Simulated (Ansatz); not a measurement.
Breaking the Zn1–H2 bond in HIZn (SMILES [ZnH][I]) (multiplicity 1 held, fragments rigid). Energies count from the point at 1.531 Å.
Geometry at that point (charge 0, multiplicity 1):
```xyz
3

Zn     0.0000     0.0000    -1.5252
H      0.0000     0.0000    -3.0559
I      0.0000     0.0000     0.9210
```

Signs of static correlation in def2-SVP, with CASSCF(2,2), from Ansatz (an electronic-structure program) runs.

| R (Å) | T1 of restricted CCSD | ⟨S²⟩ of UHF | largest double amplitude of restricted CCSD | weight of the CASSCF reference in MRCISD | CASSCF natural occupations |
|---|---|---|---|---|---|
| 1.225 | 0.011 | 0.000 | 0.045 | 0.920 | 1.98 0.02 |
| 1.378 | 0.011 | 0.000 | 0.042 | 0.921 | 1.98 0.02 |
| 1.531 | 0.012 | 0.000 | 0.041 | 0.921 | 1.97 0.03 |
| 1.684 | 0.012 | 0.000 | 0.052 | 0.922 | 1.97 0.03 |
| 1.837 | 0.012 | 0.000 | 0.073 | 0.922 | 1.95 0.05 |
| 2.067 | 0.014 | 0.000 | 0.115 | 0.923 | 1.93 0.07 |
| 2.296 | 0.016 | 0.264 | 0.168 | 0.923 | 1.88 0.12 |
| 2.679 | 0.023 | 0.713 | 0.281 | 0.923 | 1.77 0.23 |
| 3.062 | 0.035 | 0.892 | [?] | 0.923 | 1.60 0.40 |
| 3.521 | [?] | 0.970 | 0.613 | 0.923 | 1.39 0.61 |
| 4.133 | 0.065 | 0.999 | 0.816 | 0.923 | 1.18 0.82 |
| 4.898 | 0.070 | 1.005 | 0.946 | 0.923 | 1.06 0.94 |

Fill in the missing entries.


- 3.062, largest double amplitude of restricted CCSD: 0.425
- 3.521, T1 of restricted CCSD: 0.050

Doubts at one or more of the structures used: a restricted determinant that unrestricted orbitals would lower (R-CCSD(T)/def2-SVP); other coupled-cluster roots lie near (R-CCSD(T)/def2-SVP); T1 above 0.05 (R-CCSD(T)/def2-SVP, U-CCSD(T)/def2-SVP); a spin-contaminated determinant (U-CCSD(T)/def2-SVP).
